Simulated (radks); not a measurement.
Valence configurations of S2+ (all share [Ne]). Method: Dirac Kohn-Sham, PBE, spin-unpolarised, spherical densities, point nucleus; open shells are shared between the two j in proportion to 2j + 1; computed with a radial shooting solver on a logarithmic mesh with Libxc functionals. Energies are relative to 3s2 3p2; eigenvalues in eV.

valence      E (eV)  e(3p1/2)  e(3p3/2)  e(3s1/2)
3s2 3p2       0.000   -28.055   -27.939   -39.394
3s1.5 3p2.5   5.715   -28.337   -28.220   -39.705
3s1 3p3      11.446   -28.613   -28.495   -40.009
3s0.5 3p3.5  17.190   -28.882   -28.764   -40.306
3p4          22.948   -29.146   -29.027         -

NIST lists [Ne] 3s2 3p2 as the ground configuration; this level of theory agrees among the configurations tried. The energies are those of spherical spin-averaged densities, not of single terms.
